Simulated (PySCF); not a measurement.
All values below come from PySCF with PBE-D3(BJ)/def2-TZVP. Gas-phase values, no solvent. Excitations are Tamm–Dancoff values on a coarser integration grid. The basis has no diffuse functions, so Rydberg states are missing or too high.

Reference species (SMILES): `C=C1BO1` (neutral, multiplicity 1).

```json
{
  "HOMO–LUMO gap": "3.95 eV",
  "S1 oscillator strength": "0.038",
  "T1 excitation (TDA)": "3.41 eV"
}
```

Changed species: `B1[C@@H]2O[C@H]12`.

### Question
Give the shifts of the HOMO–LUMO gap, S1 oscillator strength and T1 excitation (TDA).

### Answer
the HOMO–LUMO gap decreases by 0.10 eV, to 3.85 eV; the S1 oscillator strength increases by 0.031, to 0.069; the T1 excitation (TDA) decreases by 0.14 eV, to 3.27 eV.
